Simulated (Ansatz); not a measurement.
Li5Te3. The state is a doublet with charge 0. Geometry PBE-D4/def2-SVP.

```xyz
8

Li    0.331    0.642    1.236
Li    0.034   -0.810   -1.178
Li    0.313   -2.237    1.307
Li   -2.763    1.181   -0.374
Li    2.103    1.212   -0.989
Te   -0.423    1.964   -1.127
Te    2.345   -0.999    0.311
Te   -1.941   -0.953    0.814
```

In the def2 sets Te takes a core potential; there is no spin–orbit coupling. The structure comes from a short search, and lower isomers may exist.

**Question.** Estimate the α-spin orbital energies around the gap (eV) in Ansatz with HF/def2-TZVP, PBE-D4/def2-SVP, PBE-D4/def2-TZVP, BLYP-D4/def2-TZVP, PBE0-D4/def2-TZVP.

**Answer.** 
| orbital | HF/def2-TZVP | PBE-D4/def2-SVP | PBE-D4/def2-TZVP | BLYP-D4/def2-TZVP | PBE0-D4/def2-TZVP |
| --- | --- | --- | --- | --- | --- |
| HOMO−5 | -8.85 | -5.51 | -5.59 | -5.37 | -6.61 |
| HOMO−4 | -8.32 | -5.18 | -5.22 | -5.00 | -6.14 |
| HOMO−3 | -8.09 | -4.95 | -5.03 | -4.81 | -5.99 |
| HOMO−2 | -7.78 | -4.67 | -4.72 | -4.50 | -5.68 |
| HOMO−1 | -7.39 | -4.63 | -4.71 | -4.50 | -5.54 |
| HOMO | -7.38 | -4.55 | -4.61 | -4.41 | -5.47 |
| LUMO | 0.52 | -1.63 | -1.70 | -1.63 | -1.16 |
| LUMO+1 | 0.92 | -1.06 | -1.10 | -1.05 | -0.57 |
| LUMO+2 | 1.15 | -0.82 | -0.84 | -0.77 | -0.31 |
| LUMO+3 | 1.40 | -0.58 | -0.62 | -0.54 | -0.08 |
| LUMO+4 | 1.52 | -0.39 | -0.54 | -0.41 | 0.04 |
| LUMO+5 | 2.39 | -0.32 | -0.51 | -0.35 | 0.11 |
| β HOMO | -6.99 | -4.48 | -4.54 | -4.35 | -5.35 |
| β LUMO | -0.84 | -4.14 | -4.17 | -4.05 | -3.61 |
